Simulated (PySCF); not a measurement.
# Simulated absorption spectrum

Species: C₅HF₃O₃.
Bonds: O1–C2 (double), C2–C3, C3–F4, C3–C5 (double), C5–O6, O6–C7, C7–F8, C7–F9, C5–C10, C10–O11 (double), C2–C10. Hydrogens: H12 on C7.

Computed, not measured: PySCF, TDDFT wB97X-D/def2-SVPD, vertical, gas phase, core orbitals frozen in the response. Isolated species at its PBE0-D3(BJ)/def2-SVP geometry (one conformer only). Torsions of this conformer, `[O:1]=[c:2]1[c:3]([F:4])[c:5]([O:6][CH:7]([F:8])[F:9])[c:10]1=[O:11]`: C3–C5–O6–C7 169°, C5–O6–C7–F8 153°.

Computed states:

```json
{"state": "S1", "E (eV)": "3.77", "f": "0.0002"}
{"state": "S2", "E (eV)": "3.91", "f": "0.0001"}
{"state": "S3", "E (eV)": "5.95", "f": "0.183"}
{"state": "S4", "E (eV)": "6.07", "f": "0.156"}
{"state": "S5", "E (eV)": "6.14", "f": "0.157"}
{"state": "S6", "E (eV)": "6.50", "f": "0.0042"}
```

Each state is given a Gaussian of 0.4 eV full width at half maximum, with ε(max) = 2.175×10⁸ f / Δν̃ (Δν̃ the width in cm⁻¹). The width is an assumption, not a result. The curve ends short of the highest state used, and states not computed would add to its high-energy end.

(1) What does the envelope look like, and where are its maxima?

(2) On this curve, what absorbance would a 10⁻³ mol/L sample give at 365 nm over a 1 cm path?

(3) Coming from long wavelengths, where does ε first pass 100 L mol⁻¹ cm⁻¹?

## Answers

(1) 
```
E (eV)  ε (L mol⁻¹ cm⁻¹)
  3.17                 0
  3.26                 0
  3.36                 1
  3.45                 3
  3.55                 8
  3.64                14
  3.74                19
  3.83                20
  3.92                16
  4.02                10
  4.11                 5
  4.21                 2
  4.30                 1
  4.39                 0
  4.49                 0
  4.58                 0
  4.68                 0
  4.77                 0
  4.86                 0
  4.96                 0
  5.05                 0
  5.15                 0
  5.24                 2
  5.34                21
  5.43               127
  5.52               579
  5.62              2312
  5.71              6159
  5.81             13777
  5.90             22269
```

Maxima: 326 nm (3.80 eV), ε about 20, made up of S1 (78%) and S2 (22%) (ε in L mol⁻¹ cm⁻¹; maxima over ε = 5, shares over 10%). At its high-energy end, 5.90 eV, the curve is still rising (ε about 22000, from S3, S4 and S5).

(2) 365 nm is 3.397 eV, where ε is about 1.5 L mol⁻¹ cm⁻¹, so A = ε c l ≈ 0.0015 (Beer–Lambert, with the gas-phase spectrum and the assumed width).

(3) At about 229 nm (5.42 eV), 1.65 eV above S1.
